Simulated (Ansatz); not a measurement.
Reaction (cleavage of the Si–Si bond): `CB(N)[SiH2][SiH3]` + `[OH][Ga]([OH])[OH]` → `[OH][Ga]([OH])[O][SiH3]` + `CB(N)[SiH3]`

Isolated molecules relaxed with PBE0-D4/def2-TZVP in Ansatz; ΔE leaves out vibrations. CBS: MP2 limit from def2 TZ/QZ plus the TZ coupled-cluster correction, frozen cores. DFT in def2-TZVPP. B3LYP here is the variant with VWN-RPA as its local correlation; programs differ in this. For Ga outer-core shells are correlated without core-valence functions, which leaves a few kJ/mol of doubt a bond. Scalar relativity is left out up to krypton. Each species was taken in one conformer, which may not be the lowest.

(1) Is it downhill or uphill in electronic energy at CCSD(T)/CBS, and by how much? (Estimate.)

(2) What do these levels give: B3LYP-D4, B3LYP, HF/def2-TZVPP, MP2/def2-TZVPP, SCS-MP2/def2-QZVPP, MP2/CBS(def2)? (Estimate.)

Largest T1 diagnostic among the species: 0.014.

Answers

(1) The calculation gave: Downhill: ΔE = -0.94 eV.

(2) Computed: B3LYP-D4 -0.94, B3LYP -0.97, HF/def2-TZVPP -1.28, MP2/def2-TZVPP -1.01, SCS-MP2/def2-QZVPP -1.08, MP2/CBS(def2) -0.99 eV.

From PBE to PBE0 (25 % exact exchange), in def2-TZVPP and without D4, ΔE moves by −0.10 eV. In def2-TZVPP, CCSD(T) changes the Hartree–Fock value by +0.33 eV (the triples alone add +0.05 eV) and MP2 by +0.27 eV.
